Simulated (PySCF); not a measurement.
SSi, SMILES [Si]=S (connectivity only; charge and spin as stated), charge -1, multiplicity 2.

Geometry: PBE0-D3(BJ)/def2-TZVPD. The multiplicity is an assumed one; other spin states were not compared.

Calculation: PBE0/def2-TZVPD run with PySCF.

Isolated molecule, no solvent. A positive occupied level means that this level leaves the electron formally unbound; only the finite basis holds it.

The total energy is -687.47305 hartree, the point group is C∞v and the α spin, highest occupied and lowest empty level is 1.19 and 3.01 eV. The β spin, highest occupied and lowest empty level comes out as -1.78 and 3.23 eV and the dipole moment about the centre of nuclear charge is 0.56 D. The ⟨S²⟩ comes out as 0.757 (pure state 0.75).
